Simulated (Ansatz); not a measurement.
```yaml
crystal:
  periodic: [false, false, false]
  atoms:
    - {symbol: C, position_ang: [-0.270384, 1.268896, -0.696894]}
    - {symbol: C, position_ang: [-0.666285, 0.005104, -0.017446]}
    - {symbol: Si, position_ang: [0.655790, -1.175574, 0.654006]}
    - {symbol: S, position_ang: [-2.204440, -0.456286, 0.188295]}
    - {symbol: H, position_ang: [0.382317, 1.046012, -1.549357]}
    - {symbol: H, position_ang: [-1.137261, 1.836276, -1.036745]}
    - {symbol: H, position_ang: [0.331050, 1.884543, -0.017599]}
    - {symbol: H, position_ang: [0.566532, -2.454475, -0.092292]}
    - {symbol: H, position_ang: [0.406063, -1.403554, 2.097187]}
    - {symbol: H, position_ang: [2.019819, -0.602242, 0.473644]}
basis:
  gaussian: {orbitals: aug-pcseg-2, fitting: {mean_field: cc-pVTZ-jkfit}}
hamiltonian: {xc: {name: SVWN5}, pseudopotentials: {relativity: scalar}}
outputs: {forces: true}
output: {forces: true}
```

```sh
$ ansatz run in.yaml --threads 2 --pin off --events-out ev --progress --plain --max-ram 4352MiB
```

It prints (some lines left out):

```
Error: YAML parse error: error: line 17 column 1: unknown field `outputs`, expected one of crystal, accuracy, basis, kpoints, hamiltonian, magnetization, projection, total_charge, correlation, batch, efield, external_charges, scf, relax, neb, saddle, md, ramp, phonons, dielectric, real_time, elastic, magnetic_configurations, gw, evaluate, workflow, output, checkpoint, execution
15 |   gaussian: {orbitals: aug-pcseg-2, fitting: {mean_field: cc-pVTZ…
16 | hamiltonian: {xc: {name: SVWN5}, pseudopotentials: {relativity: s…
17 | outputs: {forces: true}
18 | output: {forces: true}
```

Task: Something in this input is off. What?

Result: The input holds a key that doesn't belong there. The input was rejected before any iteration.
